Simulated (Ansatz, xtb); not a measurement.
Ranking isomers of C5H3F3S

3 gas-phase structures of C5H3F3S, from a drawn sample of its isomers (lower ones may exist). Each was relaxed with GFN2-xTB; where two conformers were screened, the lower at r2SCAN-D4/def2-SVP is listed:

A. `Fc1cscc1C(F)F`, a singlet
B. `FCc1c(F)csc1F`, a singlet
C. `FC(F)(F)c1cccs1`, a singlet

Question: Which do you expect lowest at r2SCAN-D4/def2-SVP, and how would the others follow?

Answer: Calculated order at r2SCAN-D4/def2-SVP: C (0.0), A (71.0), B (125.9) kJ/mol.

Energies above the lowest of each column, in kJ/mol; the last columns are at B3LYP-D3(BJ)/def2-SVP geometries:

```
structure  GFN2-xTB  HF/STO-3G  r2SCAN-D4/def2-SVP  B3LYP-D3(BJ)/def2-SVP  CCSD(T)/def2-SVP + ΔMP2/def2-TZVPP
        C       0.0        0.0                 0.0                    0.0                                 0.0
        A      15.0       36.7                71.0                   61.5                                60.0
        B      40.6       44.8               125.9                  115.3                               118.1
```

Every level run on C puts it lowest or level with the lowest. Flexible structures stand in one conformer each, not always the lowest. The ΔMP2 step shifts differences by up to 13.4 kJ/mol, which makes them less sure. ΔMP2 is the change of the MP2 energy from the smaller to the larger basis.

Programs: Ansatz 0.2.0, xtb 6.7.1.
